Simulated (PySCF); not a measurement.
Several structures and their simulated spectra, in scrambled order.

A. SMILES C=Cc1ccccc1C(F)F
B. `C1(=O)C(F)=C(OC)C(=O)C(C)=C1`
C. SMILES C=C(C)O[Si@@H]1[SiH2]C[Si@@H]1C#N

Spectrum 1. ¹H NMR (500 MHz, computed): δ 6.34 (m, 1H), 5.10 (m, 1H), 4.99 (m, 1H), 4.68 (m, 1H), 4.61 (m, 1H), 4.49 (m, 1H), 2.31 (s, 3H), 0.74 (m, 1H), 0.55 (m, 1H). ¹³C{¹H} NMR (computed): δ 160.5 (C), 127.7 (C), 99.9 (CH2), 24.0 (CH3), -8.8 (CH2).

Spectrum 2. ¹H NMR (500 MHz, computed): δ 6.47 (m, 1H), 4.29 (s, 3H), 2.09 (s, 3H). ¹³C{¹H} NMR (computed): δ 188.8 (C), 184.9 (C), 152.5 (C), 149.0 (C), 148.8 (C), 136.3 (CH), 60.2 (CH3), 19.8 (CH3).

Spectrum 3. ¹H NMR (500 MHz, computed): δ 8.07 (m, 1H), 7.80 (m, 1H), 7.77 (m, 1H), 7.71 (m, 1H), 7.58 (m, 1H), 7.14 (m, 1H), 6.03 (m, 1H), 5.80 (m, 1H). ¹³C{¹H} NMR (computed): δ 143.4 (C), 143.2 (CH), 137.6 (C), 136.4 (CH), 133.7 (CH), 132.5 (CH), 130.8 (CH), 126.4 (CH2), 119.8 (CH).

Theory: shieldings: GIAO PBE0/pcSseg-1, coordinates at the GFN2-xTB level, in PySCF 2.14.0 with density-fitted response routines (a single conformation, no solvent model, no relativistic terms, equivalent nuclei averaged).

Referencing at the same level of theory: ¹H (31.72 ppm), ¹³C (186.93 ppm) vs TMS. Splittings of carbon signals by F and P are missing where no couplings were computed. Where no couplings were computed, multiplicities follow the n + 1 count of equivalent neighbours, and m marks all less simple cases (inequivalent or close neighbours, rings, F or P nearby). Shifts are as computed. Against solution values, carbons near 30 ppm lie about +3 ppm off and those near 130 ppm about +5 ppm. Of 1211 compounds with measured shifts, 218 miss one by over three times the rms of a fit or turn the order of signals round; such compounds aren't used in these exercises.

**Question.** Match each spectrum to its structure.

**Answer.** 1–C, 2–B, 3–A.

- Spectrum 1 (C): 5 ¹³C signals; δC 160.5 is an alkene carbon bearing oxygen; δC 127.7 is a nitrile carbon.
- Spectrum 2 (B): 8 ¹³C signals; δC 188.8 is a ketone carbonyl carbon; δC 184.9 is a ketone carbonyl carbon.
- Spectrum 3 (A): 9 ¹³C signals; δC 143.2 is an alkene CH; δC 136.4 is an aromatic CH.
